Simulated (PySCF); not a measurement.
Start geometry of `C(CI)=S` from a GFN2-xTB structure with every atom displaced at random (by about 0.01 Å) (Å):
```
atom  x, y, z in Å
S1    -1.9802    0.0330   -0.9956
C2    -0.8053   -0.3622   -0.0061
C3     0.4275    0.4092    0.1135
I4     2.1834   -0.8541   -0.3588
H5    -0.8931   -1.2503    0.6076
H6     0.4739    1.2640   -0.5599
H7     0.6278    0.7313    1.1493
```

Task: What comes out of this run: PySCF, PBE0-D3(BJ)/def2-SVP geometry optimisation, gas phase, def2 core potentials past Kr?

Result: 
```
atom  x, y, z in Å
S1    -2.044    0.134   -0.917
C2    -0.819   -0.317    0.035
C3     0.480    0.388    0.118
I4     2.042   -0.919   -0.643
H5    -0.912   -1.199    0.692
H6     0.504    1.298   -0.491
H7     0.779    0.586    1.157
```

The energy falls by 5.4 kJ/mol over 6 energy and gradient evaluations, the largest force component goes from 0.0234 to 1.8e-04 Eh/bohr, and the atoms move by 0.069 Å rms after alignment. The bond that changes most is C3–I4 (ends: chain CH2 carbon; iodine bonded to C), which shortens by 0.039 Å. Bonds longer at the end by more than 0.005 Å: 4 of 6; shorter: 1. Among the angles that change most is C3–C2–H5, from 117.1° to 114.9°. Rotational constants go from 17035, 928.2, 908.3 to 15138, 964.4, 936.9 MHz. The orientation of the end geometry is arbitrary; only internal coordinates are fixed.

The run used 87 basis functions and 47 SCF cycles in all. Time: 17 s of wall time; peak memory 0.37 GiB. Hardware: one thread, Arm Neoverse V2 (aarch64), no GPU, shared host.

Whether it is a minimum is left open (no frequencies). The numbers are those of one conformer.
